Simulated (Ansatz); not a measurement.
Calculated with Ansatz (gas phase, PBE0-D4/def2-TZVP geometries, no zero-point term in ΔE). CBS: MP2 limit from def2 TZ/QZ plus the TZ coupled-cluster correction, frozen cores. This one scheme is used for every species. Functionals use def2-TZVPP. B3LYP here is the variant with VWN-RPA as its local correlation; programs differ in this. Elements past krypton have def2 core potentials. For Cd outer-core shells are correlated without core-valence functions, which leaves a few kJ/mol of doubt a bond. One conformer a species, not always the lowest.

Reaction (formal hydrolysis of a Cd–S bond): `[OH][Cd][SH]` + H₂O → `[OH][Cd][OH]` + H₂S

`[OH][Cd][SH]`:

```xyz
5

O     0.232    2.056   -0.049
Cd    0.279    0.090    0.010
S     0.415   -2.216    0.199
H    -0.106    2.400   -0.879
H    -0.819   -2.330    0.719
```

H₂O:

Z-matrix (Å, degrees):
```
O
H 1 0.960
H 1 0.960 2 105.1
```

`[OH][Cd][OH]`:

```xyz
5

O     0.410    0.649    1.818
Cd   -0.120   -0.098    0.088
O    -0.769   -0.942   -1.555
H     1.363    0.702    1.917
H    -0.884   -0.311   -2.269
```

H₂S:

Cartesian coordinates in Å:
```
S 0.544 0.012 -0.297
H -0.083 -0.903 0.458
H -0.461 0.891 -0.161
```

```csv
level,ΔE (kJ/mol),difference from CCSD(T)/CBS
revPBE-D4,84.6,-7.3
r2SCAN-D4,87.1,-4.8
PBE0-D4,95.7,3.8
B3LYP-D4,86.3,-5.6
BHLYP-D4,95.2,3.3
CAM-B3LYP-D4,83.8,-8.1
PBE-QIDH,96.3,4.4
r2SCAN,86.8,-5.1
BHLYP,91.8,-0.1
CAM-B3LYP,82.2,-9.7
LC-ωPBE,86.1,-5.8
CCSD/def2-SVP,85.6,-6.3
MP2/def2-TZVPP,90.7,-1.2
SCS-MP2/def2-TZVPP,84.9,-7.0
CCSD/def2-TZVPP,87.2,-4.7
MP2/CBS(def2),96.3,4.4
CCSD(T)/CBS,91.9,0
```

Largest T1 diagnostic among the species: 0.017.

At CCSD(T), def2-SVP lies −7.3 kJ/mol from the extrapolated value and def2-TZVPP −5.6 kJ/mol. From PBE to PBE0 (25 % exact exchange), in def2-TZVPP and without D4, ΔE moves by +9.7 kJ/mol. In def2-TZVPP, CCSD(T) changes the Hartree–Fock value by −11.8 kJ/mol (the triples alone add −0.9 kJ/mol) and MP2 by −7.4 kJ/mol.
